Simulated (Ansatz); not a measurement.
Cost and result up the ladder for Si(SH)2Cl2 (SiH₂S₂Cl₂) (7 atoms). Total charge 0; singlet. Geometry: PBE-D4/def2-SVP.

```xyz
7

Si    0.1229    0.0117    0.0457
S    -0.6982   -1.5865   -1.1090
H     0.5074   -1.9002   -1.6641
S    -1.4982    1.3803    0.2913
H    -1.0143    1.8521    1.4759
Cl    1.7589    0.8121   -0.9533
Cl    0.8216   -0.5696    1.9137
```

Ansatz on 4 threads of Arm Neoverse V2 on a shared host. Times are rough, and most runs start from the orbitals of an earlier one. ωB97X-V/def2-TZVP serves as the yardstick here, not as an exact answer. Differences are given only for rows in sets of like size (and for xTB, whose basis is part of the method), since another set adds its own error. Binding counts from free atoms at the same level (Si triplet, S triplet, H doublet, Cl doublet; other spins of the atoms weren't run), without zero-point energy or a counterpoise term.

HSE06 is defined as in plane-wave codes, on full-range PBE exchange. Correlated methods freeze 25 core orbitals.

Correlated methods converge slowly with the basis.

```tsv
level	functions	binding energy per atom (eV)	difference from ωB97X-V/def2-TZVP (eV)
HF/STO-3G	47	2.69	–
PBE-D4/def2-TZVP (with forces)	197	3.29	0.03
CCSD(T)/def2-TZVP	197	3.06	-0.20
ωB97X-V/def2-TZVP	197	3.26	0.00
PBE0-D4/def2-TZVP	197	3.24	-0.02
HSE06-D4/def2-TZVP	197	3.24	-0.02
r2SCANh-D4/def2-TZVP	197	3.24	-0.02
B97M-V/def2-TZVP	197	3.30	0.04
PBE-D4/def2-SVP	100	3.26	–
PBE0-D4/def2-SVP	100	3.19	–
CAM-B3LYP-D4/def2-TZVP	197	3.17	-0.09
r2SCAN-D4/def2-TZVP	197	3.27	0.00
revPBE-D4/def2-TZVP	197	3.22	-0.04
```

**Question.** Estimate how long each takes.

**Answer.** HF/STO-3G 0.15 s; PBE-D4/def2-SVP 0.85 s; PBE0-D4/def2-SVP 1.1 s; revPBE-D4/def2-TZVP 1.9 s; PBE-D4/def2-TZVP (with forces) 2 s; PBE0-D4/def2-TZVP 2.9 s; HSE06-D4/def2-TZVP 3.1 s; CAM-B3LYP-D4/def2-TZVP 3.3 s; r2SCAN-D4/def2-TZVP 4.3 s; r2SCANh-D4/def2-TZVP 5.5 s; ωB97X-V/def2-TZVP 6.5 s; B97M-V/def2-TZVP 7 s; CCSD(T)/def2-TZVP 44 s. On shared hardware such times vary by a factor of up to 3.
